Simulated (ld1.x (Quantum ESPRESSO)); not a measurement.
# Before and after: TM potential for antimony

* Element: antimony (Sb)
* Generator: ld1.x (Quantum ESPRESSO) 7.5
* Type: norm-conserving Troullier–Martins (Kleinman–Bylander form)
* Functional: PBEsol
* Relativity: scalar-relativistic
* Frozen core: [Kr] 4d10
* Valence charge: 5
* Reference configuration: 5s2 5p1.5 (charge +1.5)
* Partial waves: 5s (bound): rc 1.45 bohr; 5p (bound): rc 2.40 bohr
* Local potential: all-electron potential smoothed inside 2.00 bohr (lloc = -1)
* Core correction: Bessel-smoothed model core inside 1.00 bohr

All-electron outer shells of the reference configuration (PBEsol, scalar-relativistic, ld1.x):

| shell | level (eV) | outermost node (bohr) | outermost maximum (bohr) |
| --- | --- | --- | --- |
| 5s | -25.01 | 0.95 | 1.86 |
| 5p | -15.98 | 1.04 | 2.21 |

Change: local potential all-electron potential smoothed inside 2.12 bohr (lloc = -1).

Cutoffs: the cutoffs (Ry, on a coarse ladder) from which the occupation-weighted sum of valence levels, in a spherical-Bessel basis at the reference potential, stays within 10 and 1 mRy of its value at 400 Ry; they do not see the model core or the augmentation charge, which bear on the density cutoff. Errors are all-electron minus pseudo energies relative to the spin-unpolarised reference configuration.

Task: Predict the effect on cutoff, ghosts and configuration errors.

Result: The potential gets neither clearly harder nor softer (45 Ry and 160 Ry → 50 Ry and 160 Ry); both files keep a bound ghost (d); of the 7 tests that both files solve, the error grows in 1 and shrinks in 4 by more than 15 % and 0.3 meV (median size 2.9 → 0.7 meV).

| quantity | base | changed |
| --- | --- | --- |
| cutoff, loose | 45 Ry | 50 Ry |
| cutoff, tight | 160 Ry | 160 Ry |
| bound ghosts | d | d |
| error for 5s2 5p3, meV [ΔE -15.34 eV] | +2.0 | +0.2 |
| error for 5s2 5p2, meV [ΔE -6.99 eV] | +1.0 | +0.6 |
| error for 5s2 5p1, meV [ΔE 9.02 eV] | -4.1 | -4.7 |
| error for 5s2 5p3.3, meV [ΔE -16.50 eV] | +2.9 | +0.7 |
| error for 5s1 5p0, meV [ΔE 77.80 eV] | -233 | -278 |
| error for 5s2 5p2.5, meV [ΔE -12.06 eV] | +1.2 | +0.1 |
| error for 5s1 5p3, meV [ΔE 1.77 eV] | -16 | -17 |
| s: phases at 2.58 bohr within 0.05 rad from the reference energy up to (Ry; the scan ends near 5) | -0.9 | -0.6 |
| p: phases at 2.58 bohr within 0.05 rad from the reference energy up to (Ry; the scan ends near 5) | 1.2 | 1.4 |

 A true bound ghost makes a file unfit for plane-wave use even where its test errors are small: the radial tests pick states by their node count and pass the ghost by.
